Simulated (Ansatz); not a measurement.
Consider the cleavage of the Si–In bond: `[SiH3][In]([Cl])[Cl]` + `[NH2][SnH3]` → `[SiH3][NH][SnH3]` + `[Cl][InH][Cl]`.

Gas-phase electronic energies from Ansatz, PBE0-D4/def2-TZVP geometries. CCSD(T)/CBS is the MP2 limit (def2-TZVPP, def2-QZVPP) plus CCSD(T) − MP2 in def2-TZVPP, frozen cores. Functionals use def2-TZVPP. B3LYP here is the variant with VWN-RPA as its local correlation; programs differ in this. Elements past krypton have def2 core potentials. For In, Sn outer-core shells are correlated without core-valence functions, which leaves a few kJ/mol of doubt a bond.

`[SiH3][In]([Cl])[Cl]`:

Cartesian coordinates in Å:
```
Si 0.186 -0.701 1.044
In -0.201 0.713 -1.047
Cl 1.502 1.588 -2.369
Cl -2.282 1.297 -1.908
H 0.708 -2.021 0.612
H -1.097 -0.864 1.769
H 1.184 -0.012 1.898
```

`[NH2][SnH3]`:

```xyz
7

N    -1.011   -0.171   -0.774
Sn    0.695    0.091    0.298
H    -1.520   -1.005   -0.508
H    -1.652    0.608   -0.693
H     1.645   -1.295    0.010
H     1.421    1.505   -0.317
H     0.422    0.266    1.984
```

`[SiH3][NH][SnH3]`:

```xyz
10

Si   -0.119   -1.088    1.233
N    -0.208    0.466    0.516
Sn    0.212    0.941   -1.407
H     0.642   -1.081    2.515
H     0.584   -1.965    0.256
H    -1.449   -1.696    1.527
H    -0.628    1.212    1.049
H     0.159    2.643   -1.484
H    -0.954    0.244   -2.445
H     1.761    0.324   -1.761
```

`[Cl][InH][Cl]`:

Cartesian coordinates in Å:
```
Cl 1.439 0.206 -1.644
In 0.066 0.046 0.209
Cl -2.067 -0.645 -0.356
H 0.562 0.393 1.791
```

(1) Is it downhill or uphill in electronic energy at CCSD(T)/CBS, and by how much? (Best estimate.)

(2) What do these levels give: B97M-V, B3LYP, MP2/def2-SVP, CCSD(T)/def2-SVP, HF/def2-TZVPP, MP2/def2-QZVPP? (An estimate is asked.)

Largest T1 diagnostic among the species: 0.013.

Results:

(1) Ansatz gave: Downhill: ΔE = -3.2 kcal/mol.

(2) Ansatz gave: B97M-V -4.3, B3LYP -1.3, MP2/def2-SVP -4.0, CCSD(T)/def2-SVP -2.6, HF/def2-TZVPP -7.0, MP2/def2-QZVPP -3.7 kcal/mol.

Leaving LDA and LC-ωPBE aside and taking each functional with its dispersion term where it has one, the values, not all of them listed here, spread over 5.7 kcal/mol, from BHLYP-D4 to PBE-D4. LDA lies −2.2 kcal/mol from PBE without D4. From r2SCAN to r2SCAN0 (25 % exact exchange), in def2-TZVPP and without D4, ΔE moves by −0.8 kcal/mol.
